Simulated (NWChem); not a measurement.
**Volume series of Si (diamond structure): lattice constant and bulk modulus**

All runs are NWChem calculations. Level: PBE, default library pseudopotentials (valence charges Si 4), cutoff 15 Ha, shifted 4×4×4 mesh, two-atom cell, no spin-orbit coupling. The cell is scaled uniformly; the run nearest the minimum isn't listed, and energies count from the lowest row shown.

```json
[
 {"volume (Å³/cell)": "37.99", "E (meV/atom)": "?"},
 {"volume (Å³/cell)": "38.80", "E (meV/atom)": "7.4"},
 {"volume (Å³/cell)": "39.60", "E (meV/atom)": "0.1"},
 {"volume (Å³/cell)": "41.22", "E (meV/atom)": "0.0"},
 {"volume (Å³/cell)": "42.03", "E (meV/atom)": "6.3"},
 {"volume (Å³/cell)": "42.84", "E (meV/atom)": "16.0"}
]
```

Q: Fit the energy as a cubic in V^(−2/3), give the equilibrium lattice constant and bulk modulus, and predict the withheld row.

A: The minimum lies at V₀ = 40.40 Å³, so a₀ = (4V₀)^(1/3) = 5.447 Å, and B₀ = V·d²E/dV² ≈ 89 GPa. The fit predicts 20.4 meV/atom at 37.99 Å³; the run gave 20.1.
